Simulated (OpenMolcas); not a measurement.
Si I: effect of correlating more closed shells

```
Program             : OpenMolcas 26.06
Basis               : ANO-RCC-VTZP [5s4p2d1f]
Scalar Hamiltonian  : DKH2, point nucleus
Active space        : 2 electrons in 3 orbitals (3p)
State averaging     : 2S+1 = 3 even, 3 roots; 2S+1 = 1 even, 6 roots
Spin-orbit coupling : RASSI with atomic mean-field integrals over the reference wave functions, term energies averaged over their components
```

Methods on the same reference wave functions:
A. CASSCF
B. SS-CASPT2, IPEA 0.25 Eh, imaginary shift 0.1 Eh (closed shells correlated: 3s)
C. SS-CASPT2, IPEA 0.25 Eh, imaginary shift 0.1 Eh (closed shells correlated: 2s 2p 3s)

Energies in cm-1 above 3s2 3p2 3P0, the measured ground level; measured values from NIST Handbook of Basic Atomic Spectroscopic Data.

```tsv
Level	A	B	C	Measured
3s2 3p2 3P0	0.0	0.0	0.0	0.0
3s2 3p2 3P1	67.0	67.6	67.6	77.1
3s2 3p2 3P2	197	197	197	223
3s2 3p2 1D2	8745	6370	6350	6299
3s2 3p2 1S0	21343	15500	15440	15394
```

Deviations, from unrounded energies. A percentage is the sum of absolute deviations over the sum of measured energies, with the sign that they share, or ± where signs differ.

| Against measurement | Levels | A | B | C |
| --- | --- | --- | --- | --- |
| mean absolute deviation (cm-1) | 4 | 2100 | 53 | 31 |
| fine structure of the ground term (%) | 2 | -12.2 | -11.9 | -11.9 |
| other terms of the ground configuration (%) | 2 | +38.7 | +0.8 | +0.4 |

C lies closest to measurement on these levels and A furthest from it. The largest miss of C in the table is 3s2 3p2 1D2, by +47 cm-1. The ranking rests on the paired levels alone, and a cruder setting can come out closer through cancelling errors.

Between B and C the level of the table that moves most is 3s2 3p2 1S0, by 60 cm-1 (lowest in C, highest in B). Moves below CASPT2's spread within the term are not significant.

The mean deviations of B to C differ by less than CASPT2's widest spread within a term (98 cm-1), so their order carries little weight.

From A to B the spin-free energies of the other terms of 3s2 3p2 shown, above 3P, scale by a factor of 0.72.

The lowest spin-free term lies below A's lowest term by 0.059 hartree in B, 0.079 hartree in C.

What an inner shell adds also hangs on whether the basis holds functions to correlate it.

CASPT2 does not keep the components of a term degenerate, so their means are used; among the terms shown or strongly mixed into the levels shown the widest spread is 98 cm-1 (3s2 3p2 1D, C). With the s shell closed, the reference lacks s² → p² mixing. Without dynamic correlation excited terms often stand tens of per cent too high (terms of higher spin than the ground term too low), and those without a measured partner can miss by more than the paired ones (holds for A). Measured partners are found by configuration, term and J. A level has none where our copy of the source lacks it or the pairing is in doubt (some pairs that miss far off the trend of their configuration count as doubtful), and it then counts in no deviation. Levels of configurations outside the active space are missing.
